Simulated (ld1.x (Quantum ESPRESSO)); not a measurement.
**Before and after: TM potential for titanium**

```json
{"Element": "Ti", "Generator": "ld1.x (Quantum ESPRESSO) 7.5", "Type": "norm-conserving Troullier–Martins (Kleinman–Bylander form)", "Functional": "PBE", "Relativity": "scalar-relativistic", "Frozen core": "[Ne] 3s2", "Valence charge": "10", "Reference configuration": "3p6 3d2 4s0.5 4p0 (charge +1.5)", "Partial waves": "3p (bound): rc 1.40 bohr; 3d (bound): rc 2.25 bohr; 4s (bound): rc 2.35 bohr", "Local potential": "the s channel", "Core correction": "a·sin(br)/r model core inside 1.25 bohr"}
```

All-electron outer shells of the reference configuration (PBE, scalar-relativistic, ld1.x):

```json
{"shell": "3s", "level (eV)": "-74.07", "outermost node (bohr)": "0.40", "outermost maximum (bohr)": "0.87"}
{"shell": "3p", "level (eV)": "-50.30", "outermost node (bohr)": "0.37", "outermost maximum (bohr)": "0.90"}
{"shell": "3d", "level (eV)": "-15.38", "outermost node (bohr)": "–", "outermost maximum (bohr)": "0.97"}
{"shell": "4s", "level (eV)": "-13.54", "outermost node (bohr)": "1.23", "outermost maximum (bohr)": "2.67"}
{"shell": "4p", "level (eV)": "-9.45", "outermost node (bohr)": "1.36", "outermost maximum (bohr)": "3.19"}
```

Change: all radii but the core radius scaled by about 0.74 (s 1.74, p 1.04, d 1.66 bohr).

Cutoffs: the cutoffs (Ry, on a coarse ladder) from which the occupation-weighted sum of valence levels, in a spherical-Bessel basis at the reference potential, stays within 10 and 1 mRy of its value at 400 Ry; they do not see the model core or the augmentation charge, which bear on the density cutoff. Errors are all-electron minus pseudo energies relative to the spin-unpolarised reference configuration.

Predict the effect on cutoff, ghosts and configuration errors.

The potential gets harder (45 Ry and 80 Ry → 90 Ry and 160 Ry); a bound ghost appears in s, which as a rule spoils a file; of the 7 tests that both files solve, the error grows in 2 and shrinks in 4 by more than 15 % and 0.3 meV (median size 68.3 → 31.8 meV). A smaller radius makes the pseudo-wave follow the all-electron one further in, where it bends more sharply, so more plane waves are needed.

```tsv
quantity	base	changed
cutoff, loose	45 Ry	90 Ry
cutoff, tight	80 Ry	160 Ry
loose cutoff by channel (10 mRy a level)	p 35 Ry, d 40 Ry, s 6 Ry	p 50 Ry, d 70 Ry, s 30 Ry
bound ghosts	none	s (extra level of the local part)
error for 3p6 3d2 4s2 4p0, meV [ΔE -13.31 eV]	-2.9	+32
error for 3p6 3d2 4s1 4p0, meV [ΔE -5.97 eV]	-0.6	+4.4
error for 3p6 3d2 4s0 4p0, meV [ΔE 7.61 eV]	-2.9	-0.1
error for 3p6 3d3 4s1 4p0, meV [ΔE -12.21 eV]	-68	-6.0
error for 3p5 3d2 4s2 4p0, meV [ΔE 32.24 eV]	-661	+507
error for 3p6 3d3 4s0 4p0, meV [ΔE -5.92 eV]	-106	-95
error for 3p6 3d2 4s1 4p1, meV [ΔE -10.24 eV]	-504	-347
```

 A true bound ghost makes a file unfit for plane-wave use even where its test errors are small: the radial tests pick states by their node count and pass the ghost by.
